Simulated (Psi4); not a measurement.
C$_{3}$H$_{6}$Cl (SMILES [CH2]CCCl), doublet, geometry from GFN2-xTB. Base run: MP2/def2-SV(P) (Psi4).

Here is a job for Psi4.
```
memory 2 GB

molecule mol {
0 2
C     1.010045   -0.591413    0.018048
C     2.396231   -0.098797   -0.000171
C     0.024378    0.593068   -0.015337
H     0.814359   -1.169538    0.923615
H     0.809536   -1.218372   -0.854187
Cl   -1.663547    0.014864   -0.000389
H     2.867452    0.161315   -0.927701
H     2.899853    0.147328    0.913810
H     0.152036    1.229211    0.859764
H     0.153137    1.180222   -0.923928
}

set {
  basis def2-sv(p)
  reference uhf
  freeze_core true
}

energy('mp2')
print_variables()
```

The base run was repeated with changes; each row names its change, and settings that it needs were set with it.

```csv
change,basis functions,E (Eh),MP2 correlation (Eh)
base,72,-576.79378,-0.49157
basis = STO-3G,?,?,?
basis = 3-21G,52,-573.99404,-0.29672
basis = 6-31G,52,?,?
basis = 6-31G*,76,-577.02917,-0.49580
basis = pcseg-1,90,-577.01888,-0.53415
basis = def2-SVP,90,?,?
basis = cc-pV(D+d)Z,95,-577.10514,-0.53958
basis = 6-311G**,116,-577.15221,-0.56304
basis = 6-311++G**,138,-577.15697,-0.56525
basis = aug-pcseg-1,150,-577.05272,-0.55758
"basis = 6-311+G(2d,p)",152,-577.19601,-0.59954
basis = def2-TZVP,?,?,?
```

Question: Complete the blanks.

Answer: 
- basis = STO-3G, basis functions: 30
- basis = STO-3G, E (Eh): -570.38600
- basis = STO-3G, MP2 correlation (Eh): -0.14520
- basis = 6-31G, E (Eh): -576.75739
- basis = 6-31G, MP2 correlation (Eh): -0.29220
- basis = def2-SVP, E (Eh): -576.85365
- basis = def2-SVP, MP2 correlation (Eh): -0.53425
- basis = def2-TZVP, basis functions: 166
- basis = def2-TZVP, E (Eh): -577.26830
- basis = def2-TZVP, MP2 correlation (Eh): -0.66118

Totals compare only among sets that treat the same electrons; sets with core potentials leave the core out.

Open shells are given as the SCF converged; they aren't shown to be the lowest states, and a large step between rows can be another state.
